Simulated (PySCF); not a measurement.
## Interval between two levels of Pt⁺ by level of theory

Pt⁺ [Xe] 4f14 5d9 [2D5/2, M_J = 5/2] → Pt⁺ [Xe] 4f14 5d8 6s1 [4F9/2, M_J = 9/2], as a difference of total energies. Computed with PySCF 2.14 in x2c-TZVPall-2c with one added diffuse shell each of s, p, d type (12s12p11d2f, 117 functions), with the two-component X2C-1e Hamiltonian. Correlated levels: [Kr] 4d10 4f14 frozen; the 34 highest virtual spinors dropped. "Screened" scales the spin-orbit matrix elements by Boettger's factors to mimic the two-electron term; Breit and QED terms are absent.

```json
{"method": "GHF (screened spin-orbit)", "interval between two levels (cm⁻¹)": "150.88"}
{"method": "GMP2 (screened spin-orbit)", "interval between two levels (cm⁻¹)": "2050.8"}
```

The labels give the starting determinants; with spin-orbit coupling the two ends relaxed to ⟨J²⟩ = 10.50, ⟨L²⟩ = 7.06, ⟨S²⟩ = 1.23 and ⟨J²⟩ = 24.76, ⟨L²⟩ = 12.37, ⟨S²⟩ = 3.84.

The determinant of the lower state mixes levels of different J (the jj label is only the starting occupation), so the difference between spin-free and spin-orbit rows is not the physical spin-orbit shift.
